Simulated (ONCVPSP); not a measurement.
In (Z = 49), ONCV: configuration errors across variants

| Property | Result |
| --- | --- |
| Element | In (Z = 49) |
| Generator | ONCVPSP 4.0.1 |
| Type | optimised norm-conserving Vanderbilt (ONCV) |
| Functional | PBE |
| Relativity | scalar-relativistic |
| Frozen core | [Kr] 4d10 |
| Valence charge | 3 |
| Reference configuration | 5s2 5p1 |
| Partial waves | 5s: rc 2.15 bohr, ncon 4, nbas 8, qcut 3.1 1/bohr, 3 projectors, debl 0.3 Ha; 5p: rc 2.25 bohr, ncon 3, nbas 8, qcut 3.3 1/bohr, 2 projectors, debl 3.9 Ha; d scattering state at 0.09 Ha: rc 2.35 bohr, ncon 3, nbas 8, qcut 4.2 1/bohr, 3 projectors, debl 1.5 Ha |
| Local potential | polynomial inside 1.70 bohr (lpopt 3, dvloc0 0 Ha) |
| Core correction | Teter function, fcfact 4.25, rcfact 1.55 |

In the s channel the program set the typed energies aside and used -0.302, 0.250, 0.550 Ha.

All-electron excitation energies from the reference (eV): (1) 5s2 5p0 5.363; (2) 5s1 5p0 24.599; (3) 5s2 5p0.5 1.941; (4) 5s1 5p2 5.841.

A true bound ghost makes a file unfit for plane-wave use even where its test errors are small: the radial tests pick states by their node count and pass the ghost by.

Errors AE − PS in meV (a dash: test not solved or not reliable):

```csv
change,(1),(2),(3),(4),bound ghosts,GHOST(+) flags above zero
base,-74,-411,-15,-22,"s, d","s, p"
"p: rc 1.56; local potential polynomial inside 1.56 bohr (lpopt 3, dvloc0 0 Ha)",-75,-416,-16,-17,"s, p, d",s
p: rc 1.74,-75,-414,-16,-19,"s, d","s, p"
p: rc 2.06,-75,-411,-16,-22,"s, d","s, p"
p: rc 2.38,-74,-411,-15,-21,"s, d","s, p"
p: rc 2.6,-74,-414,-15,-20,"s, d","s, p"
p: rc 2.84,-75,-419,-16,-17,"s, d","s, p"
p: rc 3.08,-76,-424,-16,-15,"s, d","s, p"
p: rc 3.32,-78,-430,-16,-11,"s, d","s, p"
```

Task: Give the same row for: p: rc 2.2.

Result: -74, -411, -16, -22; bound ghosts: s, d; GHOST(+) flags above zero: s, p.
